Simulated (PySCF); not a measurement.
C₄H₈OSi, SMILES [SiH3]C(CC=O)=C. Coordinates come from a PBE-D3(BJ)/def2-SVP optimisation. This is a generated structure with no PubChem entry under its InChIKey; it may be hypothetical. The values are those of a single conformer.

Computed equilibrium geometry at PBE-D3(BJ)/def2-SVP (PySCF confirms it by a frequency run) as a Z-matrix (one conformer of several):
```
C
C 1 1.3521
H 2 1.1023 1 121.92
H 2 1.1052 3 116.58 1 179.42
C 1 1.5180 2 120.84 3 -179.03
H 5 1.1090 1 112.25 2 -21.01
H 5 1.1157 6 107.84 1 121.73
C 5 1.5251 6 107.54 7 114.47
O 8 1.2120 5 124.20 6 -5.96
H 8 1.1334 9 121.22 5 -179.84
Si 1 1.8908 2 119.96 3 0.64
H 11 1.5026 1 109.63 2 -0.98
H 11 1.5072 12 109.94 3 -120.09
H 11 1.5072 12 109.42 13 -117.31
```
